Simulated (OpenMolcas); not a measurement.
## W4+: moving the ligands

W4+ with its 6 nearest fluoride ions at 1.912 Å, on the Ge site of Cs2GeF6 (a = 9.021 Å, distance in the model lattice 1.804 Å). The rest of the host is ab initio model potentials to 7.6 Å and point charges beyond; the distance is set by hand and nothing relaxes. Ligand basis ANO-RCC-VDZP.

```yaml
Program: OpenMolcas 26.06
Method: CASSCF
Basis: ANO-RCC-VTZP [8s7p5d3f2g1h]
Scalar_Hamiltonian: DKH2, point nucleus
Active_space: 2 electrons in 5 orbitals (5d)
State_averaging: 2S+1 = 3 even, 10 roots; 2S+1 = 1 even, 15 roots
Spin-orbit_coupling: RASSI with atomic mean-field integrals over the reference wave functions
```

Runs around this geometry, states (labels of O, the rotations of Oh). Energies in cm-1 above the lowest state or level, χT in cm3 K/mol; under a threefold ground state the first gap can be a small split of the lowest multiplet, not the spin-orbit step; 10Dq and B are least-squares fits to the states below 45000 cm-1, weighted by degeneracy, with a free offset, and given where the rms deviation is under 5 % of |10Dq| (or 100 cm-1) and under 700 cm-1.

```json
{"R (Å)": "1.804", "Ground state": "3T1", "First state of that spin": "3T2 51518", "10Dq": "", "B (rms of fit)": "", "First gap with spin-orbit (degeneracies)": "153.4 (2, 3)", "χT at 300 K": "0.196", "First state of another spin": "1E 9515"}
{"R (Å)": "1.912", "Ground state": "3T1", "First state of that spin": "3T2 40111", "10Dq": "", "B (rms of fit)": "", "First gap with spin-orbit (degeneracies)": "202.0 (2, 3)", "χT at 300 K": "0.164", "First state of another spin": "1T2 9722"}
{"R (Å)": "1.97", "Ground state": "3T1", "First state of that spin": "3T2 35157", "10Dq": "36825", "B (rms of fit)": "688 (15)", "First gap with spin-orbit (degeneracies)": "232.6 (2, 3)", "χT at 300 K": "0.147", "First state of another spin": "1T2 9827"}
```

Taking the first state of the same spin as R^-n, n = -ln(35157 / 51518) / ln(1.97 / 1.804) = 4.3 between the shortest and longest distance.

An orbital triplet at a regular site is open to Jahn-Teller coupling, which can distort the site and quench the lowest spin-orbit gaps and is left out. Without dynamic correlation the repulsion within the d shell is too large (B by tens of per cent), so at a given field states of lower spin stand too high. With metal d orbitals alone the field can be off either way by tens of per cent. Ligand-to-metal charge-transfer states are missing. With no ligand orbital active B as a rule stays too high, so bands that hang on it stand too high and its fall with covalency is understated. The least metal-like active orbital is 72 % on the metal (Löwdin) and no ligand orbital is active, so the numbers are rough (holds for R = 1.804). The least metal-like active orbital is 75 % on the metal (Löwdin) and no ligand orbital is active, so the numbers are rough (holds for R = 1.912). The least metal-like active orbital is 77 % on the metal (Löwdin) and no ligand orbital is active, so the numbers are rough (holds for R = 1.97). No measured value stands beside these numbers; the geometry was set by hand and not optimised.
